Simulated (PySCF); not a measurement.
**Assigning NMR signals**

Atom-mapped SMILES (the numbers label the heavy atoms): `[CH2:1]=[C:2]([CH2:3][SiH3:4])[C:5](=[CH2:6])[CH2:7][O:8][CH3:9]` (H(Xn): hydrogen on atom n). Ha(C6) is cis to C2; Ha(C1) is cis to C3; Hb(C6) is trans to C2; Hb(C1) is trans to C3.

- NMR shieldings at PBE0/pcSseg-1/GIAO
- geometry: GFN2-xTB
- run in PySCF 2.14
- in vacuum, non-relativistic, one averaged value for each set of equivalent atoms, single conformer

Referencing at the same level of theory: 13C (σref 186.93), 1H (σref 31.72) against TMS.

**Question.** Assign these signals to the numbered atoms. 13C{1H} NMR (computed): δ 154.2 (C), 151.3 (C), 118.9 (CH2), 115.5 (CH2), 76.6 (CH2), 58.0 (CH3), 20.4 (CH2).

**Answer.** 
154.2 → C2, fully substituted alkene carbon: the olefinic region
151.3 → C5, fully substituted alkene carbon
118.9 → C6, terminal =CH2 carbon: an sp2 carbon of a C=C bond
115.5 → C1, terminal =CH2 carbon
76.6 → C7, allylic sp3 CH2 bonded to O: the inductive effect lowers its shielding
58.0 → C9, methyl carbon bonded to O: the inductive effect lowers its shielding
20.4 → C3, allylic sp3 CH2 bonded to Si

**Question.** Assign these signals to the numbered atoms. 1H NMR (500 MHz, computed): δ 5.85 (br s, 1H), 5.67 (br s, 1H), 5.21 (br s, 1H), 4.94 (br s, 1H), 4.33 (s, 2H), 4.02 (t, 3H), 3.39 (s, 3H), 2.01 (q, 2H).

**Answer.** 
```tsv
δ (ppm)	atoms	environment	reason
5.85	Hb(C6)	hydrogen on a terminal =CH2 carbon	olefinic region
5.67	Ha(C6)	hydrogen on a terminal =CH2 carbon	–
5.21	Ha(C1)	hydrogen on a terminal =CH2 carbon	–
4.94	Hb(C1)	hydrogen on a terminal =CH2 carbon	–
4.33	H(C7)	hydrogen on an allylic sp3 CH2 bonded to O	its carbon carries O, hence the downfield position
4.02	H(Si4)	hydrogen on a silicon bonded to C	–
3.39	H(C9)	hydrogen on a methyl carbon bonded to O	its carbon carries O, hence the downfield position
2.01	H(C3)	hydrogen on an allylic sp3 CH2 bonded to Si	allylic position
```

Shifts are as computed. Against solution values, carbons near 30 ppm lie about +3 ppm off and those near 130 ppm about +5 ppm. Of 1211 compounds with measured shifts, 218 miss one by over three times the rms of a fit or turn the order of signals round; such compounds aren't used in these exercises. Multiplicities follow the n + 1 count of equivalent neighbours, as no J values were calculated; m marks all less simple cases, F and P coupling included.
